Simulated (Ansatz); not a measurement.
Molecular dynamics of CH9BN2

input.yaml

```yaml
crystal:
  periodic: [false, false, false]
  atoms:
    - { symbol: B, position_ang: [-0.035315, 0.395322, 0.370325] }
    - { symbol: "N", position_ang: [-0.253074, -0.334814, 1.784909] }
    - { symbol: H, position_ang: [-1.107892, -0.86964, 1.899459] }
    - { symbol: H, position_ang: [0.527863, -0.869157, 2.151666] }
    - { symbol: H, position_ang: [1.074097, 0.19299, -0.070492] }
    - { symbol: H, position_ang: [-0.951341, 0.178316, -0.390746] }
    - { symbol: "N", position_ang: [-0.145039, 1.842211, 1.043989] }
    - { symbol: H, position_ang: [-0.992924, 2.340859, 0.789854] }
    - { symbol: C, position_ang: [1.005787, 2.732696, 1.024209] }
    - { symbol: H, position_ang: [1.882804, 2.188001, 1.386701] }
    - { symbol: H, position_ang: [1.23423, 3.088854, 0.011433] }
    - { symbol: H, position_ang: [0.848242, 3.602438, 1.673092] }
    - { symbol: H, position_ang: [-0.292138, 0.932525, 2.0023] }
basis:
  gaussian: { orbitals: "6-31G*" }
hamiltonian:
  xc: pbe0
md:
  timestep: 0.5
  n_steps: 200
  ensemble: nve
  temperature: 300.0
  initial_velocities: maxwell_boltzmann
  seed: 7041
```

Command:

```bash
$ ansatz run input.yaml --threads 1 --pin off --max-ram 2048MiB --backend cpu --events-out ev --progress --plain --runs-dir out
```

It starts at the highest image of a converged band, a first-order saddle point between two minima.

Output, in part (one step line in 4, the closing report, with atoms numbered from 0):

```
md step     0: t =     0.00 fs  T =   300.0 K  F+E_penalty+E_count = -4834.04340187 eV  E_kin = 0.426558 eV  conserved = -4833.61684387 eV  (24 SCF iters)
md step     4: t =     2.00 fs  T =   200.7 K  F+E_penalty+E_count = -4833.89970073 eV  E_kin = 0.285410 eV  conserved = -4833.61429094 eV  (24 SCF iters)
md step     8: t =     4.00 fs  T =   182.0 K  F+E_penalty+E_count = -4833.87370813 eV  E_kin = 0.258834 eV  conserved = -4833.61487428 eV  (24 SCF iters)
md step    12: t =     6.00 fs  T =   216.1 K  F+E_penalty+E_count = -4833.92258561 eV  E_kin = 0.307236 eV  conserved = -4833.61534978 eV  (25 SCF iters)
md step    16: t =     8.00 fs  T =   248.3 K  F+E_penalty+E_count = -4833.96821356 eV  E_kin = 0.352981 eV  conserved = -4833.61523287 eV  (24 SCF iters)
md step    20: t =    10.00 fs  T =   329.3 K  F+E_penalty+E_count = -4834.08327649 eV  E_kin = 0.468239 eV  conserved = -4833.61503708 eV  (25 SCF iters)
md step    24: t =    12.00 fs  T =   441.2 K  F+E_penalty+E_count = -4834.24362999 eV  E_kin = 0.627310 eV  conserved = -4833.61631992 eV  (24 SCF iters)
md step    28: t =    14.00 fs  T =   446.1 K  F+E_penalty+E_count = -4834.25029762 eV  E_kin = 0.634298 eV  conserved = -4833.61599995 eV  (24 SCF iters)
md step    32: t =    16.00 fs  T =   402.8 K  F+E_penalty+E_count = -4834.18715431 eV  E_kin = 0.572752 eV  conserved = -4833.61440230 eV  (24 SCF iters)
md step    36: t =    18.00 fs  T =   465.9 K  F+E_penalty+E_count = -4834.27956489 eV  E_kin = 0.662467 eV  conserved = -4833.61709831 eV  (24 SCF iters)
md step    40: t =    20.00 fs  T =   433.9 K  F+E_penalty+E_count = -4834.23116374 eV  E_kin = 0.617015 eV  conserved = -4833.61414901 eV  (24 SCF iters)
md step    44: t =    22.00 fs  T =   519.2 K  F+E_penalty+E_count = -4834.35494399 eV  E_kin = 0.738299 eV  conserved = -4833.61664547 eV  (24 SCF iters)
md step    48: t =    24.00 fs  T =   501.8 K  F+E_penalty+E_count = -4834.32841033 eV  E_kin = 0.713498 eV  conserved = -4833.61491203 eV  (24 SCF iters)
md step    52: t =    26.00 fs  T =   568.7 K  F+E_penalty+E_count = -4834.42429749 eV  E_kin = 0.808609 eV  conserved = -4833.61568829 eV  (24 SCF iters)
md step    56: t =    28.00 fs  T =   586.9 K  F+E_penalty+E_count = -4834.45150877 eV  E_kin = 0.834480 eV  conserved = -4833.61702833 eV  (24 SCF iters)
md step    60: t =    30.00 fs  T =   482.5 K  F+E_penalty+E_count = -4834.30018658 eV  E_kin = 0.686013 eV  conserved = -4833.61417341 eV  (24 SCF iters)
md step    64: t =    32.00 fs  T =   520.1 K  F+E_penalty+E_count = -4834.35673368 eV  E_kin = 0.739539 eV  conserved = -4833.61719430 eV  (26 SCF iters)
md step    68: t =    34.00 fs  T =   382.7 K  F+E_penalty+E_count = -4834.15822552 eV  E_kin = 0.544121 eV  conserved = -4833.61410475 eV  (25 SCF iters)
md step    72: t =    36.00 fs  T =   402.9 K  F+E_penalty+E_count = -4834.18886050 eV  E_kin = 0.572912 eV  conserved = -4833.61594876 eV  (24 SCF iters)
md step    76: t =    38.00 fs  T =   401.3 K  F+E_penalty+E_count = -4834.18610884 eV  E_kin = 0.570599 eV  conserved = -4833.61550947 eV  (24 SCF iters)
md step    80: t =    40.00 fs  T =   412.0 K  F+E_penalty+E_count = -4834.20123896 eV  E_kin = 0.585839 eV  conserved = -4833.61539946 eV  (24 SCF iters)
md step    84: t =    42.00 fs  T =   449.8 K  F+E_penalty+E_count = -4834.25634052 eV  E_kin = 0.639596 eV  conserved = -4833.61674474 eV  (24 SCF iters)
md step    88: t =    44.00 fs  T =   352.0 K  F+E_penalty+E_count = -4834.11497334 eV  E_kin = 0.500539 eV  conserved = -4833.61443446 eV  (25 SCF iters)
md step    92: t =    46.00 fs  T =   345.4 K  F+E_penalty+E_count = -4834.10802761 eV  E_kin = 0.491145 eV  conserved = -4833.61688264 eV  (24 SCF iters)
md step    96: t =    48.00 fs  T =   211.6 K  F+E_penalty+E_count = -4833.91535513 eV  E_kin = 0.300876 eV  conserved = -4833.61447955 eV  (25 SCF iters)
md step   100: t =    50.00 fs  T =   200.2 K  F+E_penalty+E_count = -4833.90016474 eV  E_kin = 0.284678 eV  conserved = -4833.61548723 eV  (24 SCF iters)
md step   104: t =    52.00 fs  T =   244.7 K  F+E_penalty+E_count = -4833.96346595 eV  E_kin = 0.347994 eV  conserved = -4833.61547182 eV  (24 SCF iters)
md step   108: t =    54.00 fs  T =   304.0 K  F+E_penalty+E_count = -4834.04756712 eV  E_kin = 0.432232 eV  conserved = -4833.61533499 eV  (26 SCF iters)
md step   112: t =    56.00 fs  T =   374.5 K  F+E_penalty+E_count = -4834.14904345 eV  E_kin = 0.532454 eV  conserved = -4833.61658934 eV  (24 SCF iters)
md step   116: t =    58.00 fs  T =   327.3 K  F+E_penalty+E_count = -4834.08026505 eV  E_kin = 0.465392 eV  conserved = -4833.61487284 eV  (25 SCF iters)
md step   120: t =    60.00 fs  T =   331.0 K  F+E_penalty+E_count = -4834.08694937 eV  E_kin = 0.470634 eV  conserved = -4833.61631528 eV  (24 SCF iters)
md step   124: t =    62.00 fs  T =   292.9 K  F+E_penalty+E_count = -4834.03105239 eV  E_kin = 0.416503 eV  conserved = -4833.61454967 eV  (24 SCF iters)
md step   128: t =    64.00 fs  T =   364.4 K  F+E_penalty+E_count = -4834.13366406 eV  E_kin = 0.518079 eV  conserved = -4833.61558485 eV  (24 SCF iters)
md step   132: t =    66.00 fs  T =   428.1 K  F+E_penalty+E_count = -4834.22507277 eV  E_kin = 0.608711 eV  conserved = -4833.61636129 eV  (24 SCF iters)
md step   136: t =    68.00 fs  T =   402.8 K  F+E_penalty+E_count = -4834.18807156 eV  E_kin = 0.572788 eV  conserved = -4833.61528363 eV  (24 SCF iters)
md step   140: t =    70.00 fs  T =   379.4 K  F+E_penalty+E_count = -4834.15553408 eV  E_kin = 0.539396 eV  conserved = -4833.61613787 eV  (25 SCF iters)
md step   144: t =    72.00 fs  T =   304.8 K  F+E_penalty+E_count = -4834.04806976 eV  E_kin = 0.433334 eV  conserved = -4833.61473574 eV  (25 SCF iters)
md step   148: t =    74.00 fs  T =   332.8 K  F+E_penalty+E_count = -4834.08839684 eV  E_kin = 0.473144 eV  conserved = -4833.61525247 eV  (24 SCF iters)
md step   152: t =    76.00 fs  T =   390.7 K  F+E_penalty+E_count = -4834.17121620 eV  E_kin = 0.555584 eV  conserved = -4833.61563216 eV  (25 SCF iters)
md step   156: t =    78.00 fs  T =   444.1 K  F+E_penalty+E_count = -4834.24717469 eV  E_kin = 0.631438 eV  conserved = -4833.61573673 eV  (24 SCF iters)
md step   160: t =    80.00 fs  T =   458.2 K  F+E_penalty+E_count = -4834.26802376 eV  E_kin = 0.651560 eV  conserved = -4833.61646424 eV  (24 SCF iters)
md step   164: t =    82.00 fs  T =   355.5 K  F+E_penalty+E_count = -4834.12008713 eV  E_kin = 0.505408 eV  conserved = -4833.61467879 eV  (25 SCF iters)
md step   168: t =    84.00 fs  T =   342.0 K  F+E_penalty+E_count = -4834.10260610 eV  E_kin = 0.486336 eV  conserved = -4833.61627041 eV  (24 SCF iters)
md step   172: t =    86.00 fs  T =   272.4 K  F+E_penalty+E_count = -4834.00213798 eV  E_kin = 0.387276 eV  conserved = -4833.61486209 eV  (24 SCF iters)
md step   176: t =    88.00 fs  T =   295.8 K  F+E_penalty+E_count = -4834.03595948 eV  E_kin = 0.420520 eV  conserved = -4833.61543958 eV  (24 SCF iters)
md step   180: t =    90.00 fs  T =   353.8 K  F+E_penalty+E_count = -4834.11952322 eV  E_kin = 0.503017 eV  conserved = -4833.61650645 eV  (24 SCF iters)
md step   184: t =    92.00 fs  T =   311.0 K  F+E_penalty+E_count = -4834.05670914 eV  E_kin = 0.442254 eV  conserved = -4833.61445551 eV  (25 SCF iters)
md step   188: t =    94.00 fs  T =   371.0 K  F+E_penalty+E_count = -4834.14431729 eV  E_kin = 0.527458 eV  conserved = -4833.61685912 eV  (24 SCF iters)
md step   192: t =    96.00 fs  T =   292.7 K  F+E_penalty+E_count = -4834.03130445 eV  E_kin = 0.416134 eV  conserved = -4833.61517035 eV  (24 SCF iters)
md step   196: t =    98.00 fs  T =   252.3 K  F+E_penalty+E_count = -4833.97438298 eV  E_kin = 0.358802 eV  conserved = -4833.61558134 eV  (24 SCF iters)
md step   200: t =   100.00 fs  T =   234.4 K  F+E_penalty+E_count = -4833.94884723 eV  E_kin = 0.333280 eV  conserved = -4833.61556757 eV  (26 SCF iters)
Total energy: -4833.94886724 eV, -177.6443443030 hartree
Atom 0 at    -0.191679     0.029289     0.419407 Å, force    -0.812872     1.274101    -1.928518 eV/Å
Atom 1 at    -0.193347    -0.618657     1.660363 Å, force     1.199994    -0.276634    -0.069523 eV/Å
Atom 2 at    -1.014390    -0.607783     2.200277 Å, force    -1.012586    -0.267076     0.857179 eV/Å
Atom 3 at     0.660105    -0.643815     2.196383 Å, force    -0.056241    -0.245709     0.181824 eV/Å
Atom 4 at     0.762608     0.124701    -0.313503 Å, force     0.330185    -0.197431     0.417823 eV/Å
Atom 5 at    -1.248703     0.168088    -0.217714 Å, force     0.353695    -0.242030     0.647326 eV/Å
Atom 6 at    -0.165781     2.108050     1.080687 Å, force    -0.331874     1.274357     0.304197 eV/Å
Atom 7 at    -0.875163     2.737941     0.641306 Å, force     0.218346    -1.195329     0.857146 eV/Å
Atom 8 at     1.095848     2.918330     1.066575 Å, force     0.813154    -1.740621     0.081637 eV/Å
Atom 9 at     1.660796     2.869398     2.013387 Å, force    -0.493594     0.146274    -0.037252 eV/Å
Atom 10 at     1.747469     2.385498     0.358171 Å, force     0.069152     0.286133    -0.090646 eV/Å
Atom 11 at     1.053636     3.959069     0.732506 Å, force    -0.615886    -0.020905     0.171509 eV/Å
Atom 12 at    -0.461414     1.755734     2.031985 Å, force     0.338528     1.204871    -1.392703 eV/Å
Dipole moment:     0.025356     0.629516     0.593192 e Å
```

All steps were run. The conserved energy stayed within 0.25 meV per atom of its start (net change 0.098 meV per atom), so the integration is sound. A run of 0.1 ps of so small a system gives no equilibrium averages. The orbitals stay closed-shell, which can raise the energy where a bond breaks towards radicals; this wasn't checked here.

Between its relaxed ends the band would form N2–H13 and break N7–H13. These pairs go: N2–H13 1.29 → 2.42 Å, N7–H13 1.33 → 1.06 Å. In the last frame they stand as before the step (other bonds may differ from the relaxed reactants and products). Also parted: B1–N7 1.60 → 2.18 Å. It ends as BH4N + CH5N. Pairs count as bonded within 1.25 times the sum of covalent radii (0.12 Å more for H–H).

Last frame:

```xyz
13
Properties=species:S:1:pos:R:3
B -0.192 0.029 0.419
N -0.193 -0.619 1.660
H -1.014 -0.608 2.200
H 0.660 -0.644 2.196
H 0.763 0.125 -0.314
H -1.249 0.168 -0.218
N -0.166 2.108 1.081
H -0.875 2.738 0.641
C 1.096 2.918 1.067
H 1.661 2.869 2.013
H 1.748 2.385 0.358
H 1.054 3.959 0.733
H -0.461 1.756 2.032
```

Time of the run: 10 min on 1 thread of Arm Neoverse V2, with other jobs on the host, peak memory 0.15 GiB.
